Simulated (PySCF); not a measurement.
**Checking a proposed structure**

A compound C7H4ClOP gives the data below (simulated from a calculation) and was assigned the structure `O=C=Pc1ccc(Cl)cc1`.

13C{1H} NMR (computed): δ 198.5 (C), 162.5 (C), 146.8 (C), 134.1 (CH), 131.6 (CH), 128.5 (CH), 118.6 (CH).

1H NMR (300 MHz, computed): δ 8.29 (m, 1H), 7.87 (m, 1H), 7.76 (m, 1H), 7.62 (m, 1H).

Theoretical values (PySCF 2.14.0 with density-fitted response routines): shielding tensors at PBE0/pcSseg-1 (GIAO), geometry: GFN2-xTB. No solvent, non-relativistic Hamiltonian, one conformer.

δ = σ(ref) − σ, references computed at the same level: 1H (σref 31.72), 13C (σref 186.93) against TMS.

Problem. Compare with the shifts computed for the proposed structure, pairing carbons in order of shift.

Solution. Structure with atom numbers: `[O:1]=[C:2]=[P:3][c:4]1[cH:5][cH:6][c:7]([Cl:8])[cH:9][cH:10]1`; H(Xn) means a hydrogen on atom n.

```tsv
atom	computed for proposal	given list	difference
C2	230.7	198.5	+32.2
C7	145.2	162.5	-17.3
C5	139.2	146.8	-7.6
C10	139.2	134.1	+5.1
C6	136.0	131.6	+4.4
C9	136.0	128.5	+7.5
C4	127.3	118.6	+8.7
```

The rms difference is 15.0 ppm and the largest +32.2 ppm at C2 (central carbon of a heterocumulene). The proposal also would give 5 carbon signals, not 7. The carbon types in order of shift don't match either: C, C, CH, CH, CH, CH, C for the proposal against C, C, C, CH, CH, CH, CH in the data. The proposal doesn't fit.

Problem. Which isomer fits?

Solution. `InChI=1S/C7H4ClOP/c8-7-9-5-3-1-2-4-6(5)10-7/h1-4H`.

- δC 198.5: aromatic carbon bearing chlorine.
- δC 162.5, 146.8: ring-fusion aromatic carbon.
- δC 134.1, 131.6, 128.5, 118.6: aromatic CH.
- δH 8.29, 7.87, 7.76, 7.62: hydrogen on an aromatic CH; the ring current deshields protons in the ring plane.

The data come from this structure; uniqueness wasn't tested.

Carbons that carry Cl, above all several Cl atoms, come out too deshielded, partly because spin–orbit coupling is missing. Splittings by 31P in the carbon and heteronuclear signals aren't shown, as no couplings were computed. Shifts are as computed. Against solution values, carbons near 30 ppm lie about +3 ppm off and those near 130 ppm about +5 ppm; carbons on Cl a further +6 ppm. Of 1211 compounds with measured shifts, 218 miss one by over three times the rms of a fit or turn the order of signals round; such compounds aren't used in these exercises. Multiplicities follow the n + 1 count of equivalent neighbours, as no J values were calculated; m marks all less simple cases, F and P coupling included.
